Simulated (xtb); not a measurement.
Calculation: xtb with GFN2-xTB.

```
xtb start.xyz --ohess tight --gfn 2 --chrg 0 --uhf 0 --iterations 400

# start.xyz
15

B      0.000000     0.000000     0.000000
Cl    -1.152893    -0.270620     1.361154
Cl     1.037182    -1.458193    -0.230355
Cl     1.005460     1.470433     0.286385
C     -2.290370     0.701156    -3.674964
C     -2.812517     1.071152    -2.442378
C     -2.070816     0.837785    -1.290014
N     -0.853782     0.251498    -1.362557
C     -0.328169    -0.107188    -2.556393
C     -1.036033     0.107832    -3.733347
H     -2.858265     0.877291    -4.587867
H     -3.792096     1.540675    -2.380647
H     -2.440148     1.116923    -0.307235
H      0.657917    -0.563046    -2.558592
H     -0.611720    -0.183923    -4.691823
```

Output:

```
[...]
      -------------------------------------------------------------
         1        2.0000           -1.0421351             -28.3579
       ...           ...                  ...                  ...
        15        2.0000           -0.5186627             -14.1135
        16        2.0000           -0.5159082             -14.0386
        17        2.0000           -0.5028424             -13.6830
        18        2.0000           -0.4904700             -13.3464
        19        2.0000           -0.4890321             -13.3072
        20        2.0000           -0.4759390             -12.9510
        21        2.0000           -0.4725360             -12.8584
        22        2.0000           -0.4230770             -11.5125
        23        2.0000           -0.4203701             -11.4389
        24        2.0000           -0.4186733             -11.3927
        25        2.0000           -0.4109861             -11.1835
        26        2.0000           -0.4109683             -11.1830
        27        2.0000           -0.4094351             -11.1413 (HOMO)
        28                         -0.3319050              -9.0316 (LUMO)
        29                         -0.3038228              -8.2674
        30                         -0.1841837              -5.0119
        31                         -0.0865939              -2.3563
        32                         -0.0578542              -1.5743
        33                         -0.0572686              -1.5584
        34                         -0.0422465              -1.1496
        35                          0.0318339               0.8662
        36                          0.0324589               0.8833
        37                          0.0349859               0.9520
        38                          0.0358880               0.9766
       ...                                ...                  ...
        60                          0.5712934              15.5457
      -------------------------------------------------------------
                  HL-Gap            0.0775301 Eh            2.1097 eV
             Fermi-level           -0.3706700 Eh          -10.0864 eV

     #   Z          covCN         q      C6AA      α(0)
     1   5 B        3.278     0.477    14.749     6.405
     2  17 Cl       0.936    -0.334   109.916    16.039
     3  17 Cl       0.936    -0.334   109.916    16.039
     4  17 Cl       0.932    -0.338   110.034    16.048
     5   6 C        2.926     0.006    27.893     8.661
     6   6 C        2.917    -0.017    28.437     8.745
     7   6 C        2.890     0.051    26.852     8.496
     8   7 N        2.697    -0.016    21.572     6.898
     9   6 C        2.890     0.051    26.852     8.496
    10   6 C        2.917    -0.017    28.437     8.745
    11   1 H        0.926     0.079     1.986     2.204
    12   1 H        0.926     0.084     1.940     2.178
    13   1 H        0.926     0.113     1.673     2.023
    14   1 H        0.926     0.113     1.673     2.023
    15   1 H        0.926     0.084     1.940     2.178

 Mol. C6AA /au·bohr⁶  :       5327.390214
 Mol. C8AA /au·bohr⁸  :     171466.118848
 Mol. α(0) /au        :        115.177319

Wiberg/Mayer (AO) data.
largest (>0.10) Wiberg bond orders for each atom

 ---------------------------------------------------------------------------
     #   Z sym  total        # sym  WBO       # sym  WBO       # sym  WBO
 ---------------------------------------------------------------------------
     1   5 B    3.415 --     3 Cl   0.883     2 Cl   0.883     4 Cl   0.850
                             8 N    0.771
     2  17 Cl   0.982 --     1 B    0.883
     3  17 Cl   0.982 --     1 B    0.883
     4  17 Cl   0.973 --     1 B    0.850
     5   6 C    3.982 --    10 C    1.430     6 C    1.430    11 H    0.966
     6   6 C    3.987 --     7 C    1.451     5 C    1.430    12 H    0.964
                             9 C    0.106
     7   6 C    3.954 --     6 C    1.451     8 N    1.359    13 H    0.948
                            10 C    0.106
     8   7 N    3.677 --     9 C    1.359     7 C    1.359     1 B    0.771
     9   6 C    3.954 --    10 C    1.451     8 N    1.359    14 H    0.948
                             6 C    0.106
    10   6 C    3.987 --     9 C    1.451     5 C    1.430    15 H    0.964
                             7 C    0.106
    11   1 H    0.993 --     5 C    0.966
    12   1 H    0.993 --     6 C    0.964
    13   1 H    0.987 --     7 C    0.948
    14   1 H    0.987 --     9 C    0.948
    15   1 H    0.993 --    10 C    0.964
 ---------------------------------------------------------------------------

Topologies differ in total number of bonds
Writing topology from bond orders to xtbtopo.mol

molecular dipole:
                 x           y           z       tot (Debye)
 q only:       -2.155       0.531      -3.362
   full:       -1.929       0.504      -3.031       9.222
molecular quadrupole (traceless):
                xx          xy          yy          xz          yz          zz
 q only:       -0.000      -5.979     -14.002      13.494      -2.677      14.002
  q+dip:        0.003      -7.217     -16.403      15.547      -3.199      16.399
   full:       -0.460      -5.612     -14.296      14.998      -3.260      14.756

           -------------------------------------------------
          |                Geometry Summary                 |
           -------------------------------------------------

      molecular mass/u    :      196.2699272
   center of mass at/Å    :       -0.4803262       0.1629215      -0.7825416
  moments of inertia/u·Å² :        0.4098765E+03   0.8091398E+03   0.8902762E+03
rotational constants/cm⁻¹ :        0.4112856E-01   0.2083402E-01   0.1893528E-01

 * 14 selected distances

     #   Z          #   Z                                           value/Å
     1   5 B        2  17 Cl                                      1.8244955
     1   5 B        3  17 Cl                                      1.8244953
     1   5 B        4  17 Cl                                      1.8468706 (max)
     5   6 C        6   6 C                                       1.3870003
     6   6 C        7   6 C                                       1.3801854
     7   6 C        8   7 N                                       1.3336168
     8   7 N        9   6 C                                       1.3336167
     5   6 C       10   6 C                                       1.3870001
     9   6 C       10   6 C                                       1.3801853
     5   6 C       11   1 H                                       1.0790297
     6   6 C       12   1 H                                       1.0779027
     7   6 C       13   1 H                                       1.0803302
     9   6 C       14   1 H                                       1.0803301
    10   6 C       15   1 H                                       1.0779026 (min)

 * 4 distinct bonds (by element types)

   Z      Z             #   av. dist./Å        max./Å        min./Å
   1 H    6 C           5     1.0790991     1.0803302     1.0779026
   6 C    6 C           4     1.3835928     1.3870003     1.3801853
   6 C    7 N           2     1.3336168     1.3336168     1.3336167
   5 B   17 Cl          3     1.8319538     1.8468706     1.8244953

           -------------------------------------------------
          |               Frequency Printout                |
           -------------------------------------------------
 projected vibrational frequencies (cm⁻¹)
eigval :       -0.00    -0.00    -0.00     0.00     0.00     0.00
Molecule has the following symmetry elements: (sigma)
It seems to be the Cs point group
eigval :       -8.73    72.07   148.16   179.86   192.77   218.20
eigval :      248.27   290.11   353.71   356.12   438.24   545.78
eigval :      584.22   607.43   649.99   670.33   673.72   758.09
eigval :      887.26   916.24   927.13   940.93   996.97  1086.15
eigval :     1096.94  1109.60  1161.06  1200.54  1261.58  1312.94
eigval :     1418.09  1431.13  1561.69  1589.20  3086.52  3087.25
eigval :     3100.91  3117.17  3119.12
 reduced masses (amu)
   1: 24.91   2: 16.14   3: 29.52   4: 31.76   5: 19.56   6: 25.64   7: 15.37   8: 23.50
   9: 31.20  10: 27.41  11: 25.98  12: 25.63  13: 23.90  14: 23.34  15:  8.53  16: 32.33
  17: 13.34  18: 12.66  19: 12.49  20: 11.40  21: 12.19  22: 11.24  23:  8.76  24:  5.14
  25:  3.40  26:  3.24  27:  4.44  28:  3.94  29: 11.60  30: 11.23  31:  5.08  32:  4.23
  33:  1.33  34:  2.09  35:  3.09  36: 12.25  37:  9.44  38:  8.81  39: 11.93  40: 11.51
  41:  1.83  42:  1.84  43:  1.81  44:  1.86  45:  1.91
 IR intensities (km·mol⁻¹)
   1:  0.01   2:  2.41   3:  1.04   4:  2.46   5:  2.79   6:  0.19   7:  0.06   8:  0.49
   9:  0.00  10:  3.67  11:  5.92  12: 14.93  13:  2.15  14:  0.58  15:  0.01  16:  0.79
  17:  1.42  18: 42.99  19: 32.37  20:  3.48  21: 26.57  22: 38.24  23: 44.79  24:  8.08
  25:  0.00  26:  2.89  27:  0.01  28:  0.02  29: 14.35  30:  8.58  31: 48.54  32:  0.94
  33:  0.08  34: 43.63  35:  5.43  36:  2.14  37: 25.28  38:  1.70  39:  1.86  40: 20.61
  41:  3.93  42: 10.57  43:  1.11  44:  0.52  45:  1.83
 Raman intensities (Ä⁴*amu⁻¹)
   1:  0.00   2:  0.00   3:  0.00   4:  0.00   5:  0.00   6:  0.00   7:  0.00   8:  0.00
   9:  0.00  10:  0.00  11:  0.00  12:  0.00  13:  0.00  14:  0.00  15:  0.00  16:  0.00
  17:  0.00  18:  0.00  19:  0.00  20:  0.00  21:  0.00  22:  0.00  23:  0.00  24:  0.00
  25:  0.00  26:  0.00  27:  0.00  28:  0.00  29:  0.00  30:  0.00  31:  0.00  32:  0.00
  33:  0.00  34:  0.00  35:  0.00  36:  0.00  37:  0.00  38:  0.00  39:  0.00  40:  0.00
  41:  0.00  42:  0.00  43:  0.00  44:  0.00  45:  0.00
 output can be read by thermo (or use thermo option).
 writing <g98.out> molden fake output.
 recommended (thermochemical) frequency scaling factor: 1.0
           -------------------------------------------------
          |             Thermodynamic Functions             |
           -------------------------------------------------

cs  symmetry found (for desy threshold:  0.10E+00) used in thermo
 inverting freq            1   8.7315116934027568

          ...................................................
          :                      SETUP                      :
          :.................................................:
          :  # frequencies                          39      :
          :  # imaginary freq.                       0      :
          :  linear?                             false      :
          :  only rotor calc.                    false      :
          :  symmetry                               cs      :
          :  rotational number                       1      :
          :  scaling factor                  1.0000000      :
          :  rotor cutoff                   50.0000000 cm⁻¹ :
          :  imag. cutoff                  -20.0000000 cm⁻¹ :
          :.................................................:

    mode    ω/cm⁻¹     T·S(HO)/kcal·mol⁻¹    T·S(FR)/kcal·mol⁻¹   T·S(vib)
   ------------------------------------------------------------------------
       1      8.73    -2.46885 (  0.09%)    -1.57271 ( 99.91%)    -1.57354
       2     72.07    -1.22123 ( 81.19%)    -0.94814 ( 18.81%)    -1.16986
       3    148.16    -0.80373 ( 98.72%)    -0.73470 (  1.28%)    -0.80285
       4    179.86    -0.69466 ( 99.41%)    -0.67728 (  0.59%)    -0.69455
       5    192.77    -0.65623 ( 99.55%)    -0.65674 (  0.45%)    -0.65624
       6    218.20    -0.58854 ( 99.73%)    -0.62004 (  0.27%)    -0.58862
       7    248.27    -0.51961 ( 99.84%)    -0.58179 (  0.16%)    -0.51972
       8    290.11    -0.43926 ( 99.91%)    -0.53566 (  0.09%)    -0.43935
   ------------------------------------------------------------------------

   temp. (K)  partition function   enthalpy   heat capacity  entropy
                                   cal/mol     cal/K/mol   cal/K/mol   J/K/mol
 298.15  VIB  0.348E+04             4614.429     29.002     28.506
         ROT  0.131E+07              888.752      2.981     30.976
         INT  0.457E+10             5503.182     31.983     59.482
         TR   0.266E+28             1481.254      4.968     41.709
         TOT                        6984.4354    36.9509   101.1914   423.3847

       T/K    H(0)-H(T)+PV         H(T)/Eh          T*S/Eh         G(T)/Eh
   ------------------------------------------------------------------------
    298.15    0.111304E-01    0.105456E+00    0.480793E-01    0.573769E-01
   ------------------------------------------------------------------------

         :::::::::::::::::::::::::::::::::::::::::::::::::::::
         ::                  THERMODYNAMIC                  ::
         :::::::::::::::::::::::::::::::::::::::::::::::::::::
         :: total free energy         -31.105430192088 Eh   ::
         ::.................................................::
         :: total energy              -31.162807064130 Eh   ::
         :: zero point energy           0.094325746830 Eh   ::
         :: G(RRHO) w/o ZPVE           -0.036948874787 Eh   ::
         :: G(RRHO) contrib.            0.057376872043 Eh   ::
         :::::::::::::::::::::::::::::::::::::::::::::::::::::
imag cut-off (cm-1) :    5.00
 found            1  significant imaginary frequency
 writing imag mode distorted coords to xtbhess.xyz
 for further optimization.

optimized geometry written to: xtbopt.xyz

           -------------------------------------------------
          | TOTAL ENERGY              -31.162807064130 Eh   |
          | TOTAL ENTHALPY            -31.057350910932 Eh   |
          | TOTAL FREE ENERGY         -31.105430192088 Eh   |
          | GRADIENT NORM               0.000261422633 Eh/α |
          | HOMO-LUMO GAP               2.109701382787 eV   |
           -------------------------------------------------

------------------------------------------------------------------------
```

Cost: about 2.4 core-seconds (a rough figure).
